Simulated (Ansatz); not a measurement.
Mulliken charges of GeS (`[S+]#[Ge-]`) from ωB97M-V/def2-TZVPP in Ansatz (PBE0-D4/def2-TZVP geometry).

```json
{"atom": "S1", "x (Å)": "0.000", "y (Å)": "0.000", "z (Å)": "-0.001", "charge (e)": "-0.262"}
{"atom": "Ge2", "x (Å)": "0.000", "y (Å)": "0.000", "z (Å)": "2.013", "charge (e)": "0.262"}
```

Task: By hand: the dipole of these point charges (1 e Å = 4.8032 D).

Result: Σ q r = (0.000, 0.000, 0.528) e Å, of length 0.528 e Å = 2.54 D.

Task: How does the dipole of the full density compare? (Best estimate.)

Result: The calculation gave: (0.000, 0.000, 0.491) e Å, 2.36 D; the point charges give 1.08 times that, at 0° from its direction.

Point charges leave out the atoms' own dipoles, such as those of lone pairs, and Mulliken's split depends on the basis, so the close match here is no proof of good charges.
